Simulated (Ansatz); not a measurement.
`C[NH][InH2]` + `CCCCCl` → `CC(C)CCCl` + `[NH2][InH2]`  (formal exchange of groups at a C–N bond)

Isolated molecules relaxed with PBE0-D4/def2-TZVP in Ansatz; ΔE leaves out vibrations. CCSD(T)/CBS is the MP2 limit (def2-TZVPP, def2-QZVPP) plus CCSD(T) − MP2 in def2-TZVPP, frozen cores. Functionals use def2-TZVPP. HSE06 is defined as in plane-wave codes. def2 core potentials past Kr. For In outer-core shells are correlated without core-valence functions, which leaves a few kJ/mol of doubt a bond. Each species was taken in one conformer, which may not be the lowest.

```json
{"level": "BHLYP-D4", "ΔE (kJ/mol)": "-43.6", "difference from CCSD(T)/CBS": "4.2"}
{"level": "CAM-B3LYP-D4", "ΔE (kJ/mol)": "-43.8", "difference from CCSD(T)/CBS": "4.0"}
{"level": "B2PLYP", "ΔE (kJ/mol)": "-41.2", "difference from CCSD(T)/CBS": "6.6"}
{"level": "PBE-QIDH", "ΔE (kJ/mol)": "-46.7", "difference from CCSD(T)/CBS": "1.1"}
{"level": "HSE06", "ΔE (kJ/mol)": "-40.3", "difference from CCSD(T)/CBS": "7.5"}
{"level": "LC-ωPBE", "ΔE (kJ/mol)": "-44.2", "difference from CCSD(T)/CBS": "3.6"}
{"level": "RPA@PBE/def2-TZVPP", "ΔE (kJ/mol)": "-42.7", "difference from CCSD(T)/CBS": "5.1"}
{"level": "MP2/def2-SVP", "ΔE (kJ/mol)": "-43.9", "difference from CCSD(T)/CBS": "3.9"}
{"level": "CCSD(T)/def2-TZVPP", "ΔE (kJ/mol)": "-47.1", "difference from CCSD(T)/CBS": "0.7"}
{"level": "CCSD/CBS(def2)", "ΔE (kJ/mol)": "-47.0", "difference from CCSD(T)/CBS": "0.8"}
{"level": "CCSD(T)/CBS", "ΔE (kJ/mol)": "-47.8", "difference from CCSD(T)/CBS": "0"}
```

Largest T1 diagnostic among the species: 0.016.

In def2-TZVPP, CCSD(T) changes the Hartree–Fock value by −9.0 kJ/mol (the triples alone add −0.8 kJ/mol) and MP2 by −13.2 kJ/mol. From BLYP to BHLYP (50 % exact exchange), in def2-TZVPP and without D4, ΔE moves by −8.9 kJ/mol. At CCSD(T), def2-SVP lies +9.1 kJ/mol from the extrapolated value and def2-TZVPP +0.7 kJ/mol.
